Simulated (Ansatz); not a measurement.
Reaction (ligand exchange at the Si–C bond): `F[SiH2]C[SiH3]` + `CC(=N)O` → `C/C(O)=N\[SiH3]` + `C[SiH2]F`

Computed with Ansatz on PBE0-D4/def2-TZVP structures; ΔE is electronic, products minus reactants. CCSD(T)/CBS is the MP2 limit (def2-TZVPP, def2-QZVPP) plus CCSD(T) − MP2 in def2-TZVPP, frozen cores. Functionals use def2-TZVPP. B3LYP here is the variant with VWN-RPA as its local correlation; programs differ in this. Each species was taken in one conformer, which may not be the lowest.

```csv
level,ΔE (kJ/mol),difference from CCSD(T)/CBS
PBE0-D4,-40.2,0.9
B3LYP-D4,-48.0,-6.9
ωB97M-V,-41.9,-0.8
B2PLYP,-47.1,-6.0
r2SCAN,-44.4,-3.3
B3LYP,-47.9,-6.8
HF/def2-TZVPP,-50.8,-9.7
SCS-MP2/def2-TZVPP,-44.5,-3.4
CCSD/def2-TZVPP,-40.5,0.6
SCS-MP2/def2-QZVPP,-45.1,-4.0
CCSD(T)/CBS,-41.1,0
```

Largest T1 diagnostic among the species: 0.013.

In def2-TZVPP, CCSD(T) changes the Hartree–Fock value by +10.6 kJ/mol (the triples alone add +0.3 kJ/mol) and MP2 by +6.8 kJ/mol.

CCSD(T)/CBS has its own doubt, a few kJ/mol and more with outer-core shells, so smaller differences from it don't rank the levels.
